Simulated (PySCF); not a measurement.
CH5BClN.
Cartesian coordinates in Å at the PBE0-D3(BJ)/def2-SVP level; atoms count from 1:
```
atom  x, y, z in Å
C1    -0.8278    0.5684   -0.0058
B2     0.5504    1.2636   -0.2863
N3     1.7572    0.5778   -0.3916
Cl4    0.6043    3.0420   -0.4842
H5    -0.7532   -0.5233    0.1102
H6    -1.2816    0.9838    0.9086
H7    -1.5349    0.7840   -0.8230
H8     2.6381    1.0411   -0.5717
H9     1.8204   -0.4265   -0.2940
```

Computed with EOM-IP-CCSD/aug-cc-pVDZ in PySCF, restricted Hartree–Fock reference, frozen core, non-relativistic, gas phase, PBE0-D3(BJ)/def2-SVP geometry.

Hartree–Fock orbital energies give these Koopmans values (eV): HOMO 11.55, HOMO-1 11.85, HOMO-2 12.97, HOMO-3 13.50, HOMO-4 14.38, HOMO-5 15.17, HOMO-6 16.05, HOMO-7 18.85.

Problem. What vertical ionisation energies does EOM-IP-CCSD give?

Solution. 
| leading hole (HF orbital) | Koopmans (eV) | EOM-IP-CCSD (eV) | change (eV) | one-hole share |
| --- | --- | --- | --- | --- |
| HOMO | 11.55 | 10.59 | -0.96 | 0.95 |
| HOMO-1 | 11.85 | 10.99 | -0.86 | 0.96 |
| HOMO-2 | 12.97 | 12.10 | -0.87 | 0.95 |
| HOMO-3 | 13.50 | 12.52 | -0.98 | 0.96 |
| HOMO-4 | 14.38 | 13.43 | -0.95 | 0.96 |
| HOMO-5 | 15.17 | 14.30 | -0.87 | 0.95 |
| HOMO-6 | 16.05 | 14.95 | -1.10 | 0.95 |
| HOMO-7 | 18.85 | 17.55 | -1.30 | 0.94 |

Problem. Does the order of the lines follow the orbital energies?

Solution. Yes, no two lines change places. The corrections run from -1.30 to -0.86 eV, with a mean of -0.99 eV over the 8 lines; no line lies above its Koopmans value. Koopmans values leave out both the relaxation of the orbitals and the change in correlation energy.

Problem. At what kinetic energies would He II light (40.81 eV) eject these electrons?

Solution. 30.22 eV (HOMO), 29.82 eV (HOMO-1), 28.71 eV (HOMO-2), 28.29 eV (HOMO-3), 27.38 eV (HOMO-4), 26.51 eV (HOMO-5), 25.86 eV (HOMO-6), 23.26 eV (HOMO-7).

One root was sought for each valence orbital with −ε under 21 eV, eight at most, so deeper holes and satellites are missing; no vibrational structure.

The run took 94 s of wall time on one thread, x86-64 server (shared host).
